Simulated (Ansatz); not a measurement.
Reactions of C$_{2}$H$_{5}$BrOSi (`BrC1CO[SiH2]1`).

Computed with Ansatz on PBE0-D4/def2-TZVP structures; ΔE is electronic, products minus reactants. CCSD(T)/CBS adds triple-zeta CCSD(T) − MP2 to the extrapolated MP2 energy (def2 sets, frozen cores). This one scheme is used for every species, atoms too. Functionals use def2-TZVPP. Open shells (•) are unrestricted, without spin–orbit coupling. Spin–orbit coupling would lower the free atoms: a little for C, O, Si; clearly for Br. Bonds to Br are less sure, by a few kJ/mol each and by 10 to 20 or more in all where they break to atoms, as the def2 sets lack core-valence functions. Scalar relativity is left out up to krypton. One conformer a species, not always the lowest.

| reaction | CCSD/CBS(def2) (kcal/mol) | ωB97X-V (kcal/mol) |
| --- | --- | --- |
| `BrC1CO[SiH2]1` → Br• + 2 C• + 5 H• + O• + Si• | 855.6 | 872.2 |
| `BrC1CO[SiH2]1` → `[SiH3]O/C=C\Br` | 6.0 | 7.5 |
| `BrC1CO[SiH2]1` + H₂ → `C1C[SiH2]O1` + HBr | -19.6 | -19.0 |
| `BrC1CO[SiH2]1` → `Br[SiH]1CCO1` | -41.1 | -40.3 |
| `BrC1CO[SiH2]1` + H–F → `FC1CO[SiH2]1` + HBr | 11.6 | 8.0 |

Q: Give the CCSD(T)/CBS values in the same order. (An estimate is asked.)

A: Computed: 870.4, 5.9, -18.2, -40.8, 12.4 kcal/mol.

Largest T1 diagnostic: 0.012, for `FC1CO[SiH2]1`.
